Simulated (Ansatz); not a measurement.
A structure relaxed at PBE-D4/def2-SVP in Ansatz, charge 0, doublet:

```xyz
5

B     0.1324    1.3389   -0.0549
B     1.0192    0.0783   -0.5228
B    -0.9799    0.3183    0.5065
P     0.4452   -0.8780    1.0693
P    -0.6168   -0.8576   -0.9982
```

(1) Give its formula and point group.

(2) Summarise the bond lengths by kind (pairs closer than 1.2 times the sum of covalent radii, bridged metal pairs left out).

## Answers

(1) the cluster B₃P₂. Point group C2v (tolerance 0.1 Å).

(2) 4 × B–P 1.94 Å; 2 × B–B 1.61 Å; 1 × P–P 2.32 Å.

The relaxation made no stability test and no search for a lower SCF solution. Another isomer (doublet) lies 2.02 eV lower at PBE0-D4/def2-TZVP; other spin states weren't run for this one.
